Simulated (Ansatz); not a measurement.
**Two structures, one formula**

The two ends of one reaction step of SiNH₅O₂, closed shell (PBE0-D4/def2-TZVP).

A:

Si1  (-1.169, 0.024, -0.010)
N2  (0.641, -1.062, -0.112)
H3  (0.653, -1.893, 0.468)
O4  (-0.430, 1.029, 1.154)
O5  (-0.728, 0.875, -1.392)
H6  (1.367, -0.426, 0.209)
H7  (0.827, -1.323, -1.075)
H8  (-0.928, 1.096, 1.969)
H9  (-0.233, 1.680, -1.211)
(Å)

B:

Si1  (-0.384, -0.131, 0.067)
N2  (1.231, -0.553, -0.261)
H3  (-1.345, -1.231, 0.325)
O4  (-0.256, 0.806, 1.409)
O5  (-1.038, 0.609, -1.241)
H6  (1.886, -0.683, 0.491)
H7  (1.483, -1.078, -1.081)
H8  (-1.059, 0.944, 1.914)
H9  (-0.518, 1.317, -1.625)
(Å)

Ansatz 0.2.0; basis: def2-TZVPP; cores frozen in the correlated methods. B3LYP uses VWN-RPA correlation.

Task: Which structure is lower at CCSD(T), and by how much? (An estimate is asked for; the value comes from the calculation.)

Result: Computed: B, by 38.89 kcal/mol (electronic energy, against the other). By their contacts, A is SiNH₅O₂ ([NH3][Si]([OH])[OH]) and B is SiNH₅O₂ ([NH2][SiH]([OH])[OH]).

All methods give the same order:

| method | E(B) − E(A) (kcal/mol) |
| --- | --- |
| SPW92 | -34.30 |
| PBE-D4 | -33.29 |
| BLYP-D4 | -33.45 |
| r2SCAN-D4 | -40.20 |
| B97M-V | -38.59 |
| PBE0-D4 | -37.50 |
| B3LYP-D4 | -37.13 |
| r2SCAN0-D4 | -41.80 |
| BHLYP-D4 | -41.45 |
| CAM-B3LYP-D4 | -39.38 |
| wB97X-V | -39.83 |
| wB97M-V | -36.64 |
| B2PLYP | -39.11 |
| PBE-QIDH | -41.32 |
| RPA on PBE | -37.08 |
| HF | -46.05 |
| MP2 | -41.42 |
| CCSD | -39.98 |
| CCSD(T) | -38.89 |

T1 diagnostic: at most 0.013.

Labels in which every atom is bracketed show which atoms are joined, not bond orders.

For scale, one of the runs: CCSD(T)/def2-TZVPP, 205 basis functions, launched by `ansatz run in.yaml --threads 4 --pin off --events-out ev --progress --plain --max-ram 9574MiB`. The run took 48 s on 4 CPU threads of an Intel Xeon (shared host), with 2.8 GiB of host memory at its peak.
